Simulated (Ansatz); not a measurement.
Calculated with Ansatz (gas phase, PBE0-D4/def2-TZVP geometries, no zero-point term in ΔE). CCSD(T)/CBS is the MP2 limit (def2-TZVPP, def2-QZVPP) plus CCSD(T) − MP2 in def2-TZVPP, frozen cores. This one scheme is used for every species, atoms too. Functionals use def2-TZVPP. HSE06 is defined as in plane-wave codes. Open shells (•) are unrestricted, without spin–orbit coupling. Spin–orbit coupling would lower the free atoms: a little for F. One conformer a species, not always the lowest.

`C[SiH](O)Cl` + F• → `[CH2][SiH](O)Cl`• + H–F  (hydrogen abstraction from a C–H bond)

Q: Is it downhill or uphill in electronic energy at CCSD(T)/CBS, and by how much? (An estimate is asked.)

A: Ansatz gave: Downhill: ΔE = -33.2 kcal/mol.

Q: What do these levels give: BHLYP-D4, r2SCAN, r2SCAN0, HSE06, CCSD/def2-SVP, HF/def2-TZVPP? (Best estimate.)

A: Ansatz gave: BHLYP-D4 -25.5, r2SCAN -33.3, r2SCAN0 -29.6, HSE06 -30.7, CCSD/def2-SVP -23.6, HF/def2-TZVPP -14.9 kcal/mol.

Largest T1 diagnostic among the species: 0.011.

From PBE to PBE0 (25 % exact exchange), in def2-TZVPP and without D4, ΔE moves by +4.6 kcal/mol. Leaving LDA and LC-ωPBE aside and taking each functional with its dispersion term where it has one, the values, not all of them listed here, spread over 9.3 kcal/mol, from PBE-D4 to BHLYP-D4. LDA lies −7.1 kcal/mol from PBE without D4. At CCSD(T), def2-SVP lies +9.8 kcal/mol from the extrapolated value and def2-TZVPP +2.9 kcal/mol.
